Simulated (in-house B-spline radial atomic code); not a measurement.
Configurations of Te V (Te4+), with energies counted from [Kr] 4d10 5s2. Computed with a radial B-spline atomic code at the basis-set limit: scalar-relativistic (X2C) BHandHLYP, spin-polarised, spherical fractional occupations, Fermi nucleus of rms radius 4.7423 fm. Caution: exact exchange at fractional occupations of open shells leaves self-interaction of up to several eV. Shells without spins written out take the highest spin.

Occupations are held fixed; configurations that lie above the ionisation limit could autoionise.

| configuration | E - E(ref) (eV) | highest orbital | its <r> (bohr) |
| --- | --- | --- | --- |
| [Kr] 4d10 5s1 5p1 | 11.782 | 5p up | 2.148 |
| [Kr] 4d10 5s(1 up, 0 down) 5f(0 up, 1 down) | 42.292 | 5f down | 4.827 |
| [Ar] 3d10 4s2 4p5 4d10 5s2 5p1 | 129.83 | 5p up | 2.095 |
| [Ar] 3d10 4s2 4p5 4d10 5s2 5d1 | 146.87 | 5d up | 2.762 |
| [Ar] 3d10 4s2 4p5 4d10 5s2 5f1 | 161.01 | 5f up | 4.538 |
| [Ar] 3d10 4s2 4p5 4d10 5s2 6f1 | 166.38 | 6f up | 7.406 |
| [Ar] 3d9 4s2 4p6 4d10 5s2 6f1 | 635 | 6f up | 7.366 |

(1) Order these further configurations by energy, lowest first.
A. [Kr] 4d9 5s2 5p1
B. [Kr] 4d9 5s2 6s1
C. [Ar] 3d9 4s2 4p6 4d10 5s2 6d1
D. [Kr] 4d(4 up, 5 down) 5s2 5p(1 up, 0 down)
E. [Ar] 3d10 4s2 4p(3 up, 2 down) 4d10 4f(1 up, 0 down) 5s2

(2) How far above the reference does [Ar] 3d10 4s2 4p(2 up, 3 down) 4d10 5s2 6s(1 up, 0 down) lie?

(3) How far above the reference does [Kr] 4d10 5s1 6f1 lie?

Answers

(1) A (51.523 eV), D (51.71 eV), B (70.265 eV), E (151.48 eV), C (628.69 eV).

(2) 148.71 eV; its least bound orbital is 6s up with <r> = 3.622 bohr.

(3) 47.228 eV; its least bound orbital is 6f up with <r> = 7.749 bohr.
